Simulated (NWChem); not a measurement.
System meant: CH6O2Si; SMILES OC[SiH2]O

Here is an NWChem input.

```
start job
memory heap 200 mb stack 900 mb global 1100 mb
geometry units angstroms noautoz
  O     -0.667778    -1.548971     0.216197
  C      0.564581    -1.064874    -0.291921
  Si     0.533638     0.784649     0.136495
  O     -1.035499     1.260687    -0.155629
  H     -0.765340    -2.478138    -0.015126
  H      0.638336    -1.192017    -1.390525
  H      1.438920    -1.578639     0.153793
  H      1.459148     1.566724    -0.731700
  H      0.929682     0.977632     1.565848
  H     -1.625299     0.503758    -0.031943
end
basis spherical
  * library def2-svp
end
dft
  odft
  mult 2
  xc pbe0
  iterations 150
  mulliken
end
task dft energy
```

End of the output:

```
 Summary of "ao basis" -> "" (spherical)
 ------------------------------------------------------------------------------
       Tag                 Description            Shells   Functions and Types
 ---------------- ------------------------------  ------  ---------------------
 *                          def2-svp                  on all atoms

                                 NWChem DFT Module
                                 -----------------

 Summary of "ao basis" -> "ao basis" (spherical)
 ------------------------------------------------------------------------------
       Tag                 Description            Shells   Functions and Types
 ---------------- ------------------------------  ------  ---------------------
 O                          def2-svp                 6       14   3s2p1d
 C                          def2-svp                 6       14   3s2p1d
 Si                         def2-svp                 8       18   4s3p1d
 H                          def2-svp                 3        5   2s1p

 Summary of "ao basis" -> "ao basis" (spherical)
 ------------------------------------------------------------------------------
       Tag                 Description            Shells   Functions and Types
 ---------------- ------------------------------  ------  ---------------------
 O                          def2-svp                 6       14   3s2p1d
 C                          def2-svp                 6       14   3s2p1d
 Si                         def2-svp                 8       18   4s3p1d
 H                          def2-svp                 3        5   2s1p

  number of electrons :                   42
  multiplicity        :                    2
 ------------------------------------------------------------------------
  no. of electrons and multiplicity not compatible                  42
 ------------------------------------------------------------------------
 ------------------------------------------------------------------------
  current input line :
    25: task dft energy
 ------------------------------------------------------------------------
 ------------------------------------------------------------------------
 There is an error in the input file
 ------------------------------------------------------------------------
 For more information see the NWChem manual at https://nwchemgit.github.io

0: no. of electrons and multiplicity not compatible:Received an Error in Communication
```

Find the fault in this run and fix the input.

The program refused the input. Cause: the multiplicity doesn't fit the number of electrons (an even count wants an odd multiplicity, and the reverse). This input runs:
```
start job
memory heap 200 mb stack 900 mb global 1100 mb
geometry units angstroms noautoz
  O     -0.667778    -1.548971     0.216197
  C      0.564581    -1.064874    -0.291921
  Si     0.533638     0.784649     0.136495
  O     -1.035499     1.260687    -0.155629
  H     -0.765340    -2.478138    -0.015126
  H      0.638336    -1.192017    -1.390525
  H      1.438920    -1.578639     0.153793
  H      1.459148     1.566724    -0.731700
  H      0.929682     0.977632     1.565848
  H     -1.625299     0.503758    -0.031943
end
basis spherical
  O library def2-svp
  C library def2-svp
  Si library def2-svp
  H library def2-svp
end
dft
  xc pbe0
  iterations 150
  mulliken
end
task dft energy
```
It converges to -481.10600 Ha (PBE0/def2-SVP).
